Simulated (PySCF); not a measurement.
## UHF on Pt+ (platinum, charge +1)

Configuration: [Xe] 4f14 5d8 6s1, high-spin 4F determinant (an excited configuration). Calculation: PySCF 2.14, in aug-cc-pVTZ-PP with ECP60MDF; a scalar-relativistic core potential.

```json
{"Total energy": "-118.227891 hartree", "One-electron energy": "-201.8109 hartree", "Hartree (Coulomb) energy": "94.1631 hartree", "Exchange energy": "-10.5801 hartree", "⟨S²⟩": "3.7535", "⟨L²⟩": "12.045", "Sum of ⟨r⟩": "24.22 bohr", "Sum of ⟨r²⟩": "42.56 bohr²"}
```

```tsv
shell	electrons	mean orbital energy (hartree)	spread (hartree)	rms radius, mean of both spins (bohr)
5s α	1	-4.86989	0	1.03
5s β	1	-4.74983	0	1.03
5p α	3	-3.04126	0	1.19
5p β	3	-2.88433	0	1.19
5d α	5	-0.85688	0.04195	1.71
5d β	3	-0.78111	0	1.71
6s α	1	-0.62070	0	2.91
```

Energies and moments cover only the electrons outside the core potential. Spin-orbit coupling, absent here, splits the open shell strongly.
